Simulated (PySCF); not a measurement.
ClH3O3Sn, SMILES [OH][Sn]([OH])([OH])[Cl].

Geometry optimised at B3LYP-D3(BJ)/def2-SVP. The structure was generated by enumeration; whether it is a known compound was not checked. The def2 effective core potentials stand for the cores of Sn; spin–orbit coupling is left out. One conformer was computed; it need not be the lowest.

All values below come from B3LYP-D3(BJ)/def2-SVP run with PySCF.

Frequencies are harmonic and unscaled.

Modes within 1.5 cm⁻¹ of each other (mostly degenerate sets) share a row, with their intensities summed.

| mode | ν (cm⁻¹) | IR (km/mol) | moving atoms (share of kinetic energy) |
|---|---|---|---|
| 1–2 | 48 | 71.1 | H 75 %, O 15 %, Cl 9 % |
| 3 | 147 | 87.2 | H 84 %, O 10 % |
| 4–5 | 156 | 73.0 | O 48 %, Cl 20 %, Sn 17 %, H 14 % |
| 6–7 | 181 | 27.2 | O 76 %, H 19 % |
| 8 | 196 | 122.5 | O 70 %, H 15 %, Sn 10 % |
| 9 | 369 | 54.5 | Cl 77 %, Sn 21 % |
| 10 | 614 | 34.5 | O 93 % |
| 11–12 | 646 | 166.7 | O 84 %, Sn 15 % |
| 13 | 871 | 66.3 | H 94 % |
| 14–15 | 875 | 153.2 | H 92 % |
| 16–17 | 3812 | 240.6 | H 94 % |
| 18 | 3814 | 0.0 | H 94 % |
